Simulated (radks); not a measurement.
Problem. These are the eigenvalues of the occupied orbitals of an atom or ion with whole-number occupations (eV). All-electron calculation, non-relativistic Kohn-Sham, LDA (Slater exchange, Perdew-Wang correlation), spin-unpolarised, spherical densities, point nucleus. Program: a radial shooting solver on a logarithmic mesh with Libxc functionals.

1s: -41483.66
2s: -6841.023
2p: -6507.558
3s: -1787.990
3p: -1642.315
3d: -1370.661
4s: -636.4424
4p: -579.3322
4d: -477.6849

Which element is it, and in what charge state? The configuration may be excited.

Solution. Z = 60, neodymium, charge +17: Nd17+ in [Kr] 4d7. The list shows which subshells hold electrons but not how many an open one holds; the 1s level, -1524.5 hartree, gives Z - s = 55.2 by -(Z - s)^2/2, which with screening narrows Z to a few neighbours, and the depths of the outer levels then fix element, charge and occupations together.
